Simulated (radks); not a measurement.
Spherical quantum dot in the effective-mass picture: electrons in a hard-walled sphere of radius 1.97, with a point charge +2 (a donor) at the centre, all in effective atomic units (hartree* = m*/eps^2 hartree, bohr* = eps/m* bohr), one dielectric constant everywhere. Calculated with a radial shooting solver with Libxc functionals: non-relativistic Kohn-Sham, LDA (Slater exchange, Perdew-Wang correlation), spin-polarised, spherical densities. Levels are named by radial order and angular momentum (1s, 1p, 1d, 2s, ...), and open shells are averaged over m.

N = 21, configuration 1s2 1p6 1d10 2s2 1f(up 1, down 0). This is the lowest configuration that the search found. Occupied and some empty levels:

level    occupation  eigenvalue (hartree*)  <r> (bohr*)
1s up             1                 13.843        1.072
1s down           1                 13.862        1.068
1p up             3                 14.940        1.279
1p down           3                 14.966        1.278
1d up             5                 16.320        1.357
1d down           5                 16.348        1.357
2s up             1                 16.742       0.8638
2s down           1                 16.754       0.8661
1f up             1                 18.084        1.412
1f down           0                 18.113        1.412
2p up             0                 20.120        1.012
2p down           0                 20.134        1.012
1g up             0                 20.214        1.454
1g down           0                 20.244        1.454
2d up             0                 23.126        1.114
2d down           0                 23.142        1.114

Energy (hartree*): total 181.097, kinetic 81.190, external -39.957, Hartree 156.46, exchange-correlation -16.591.
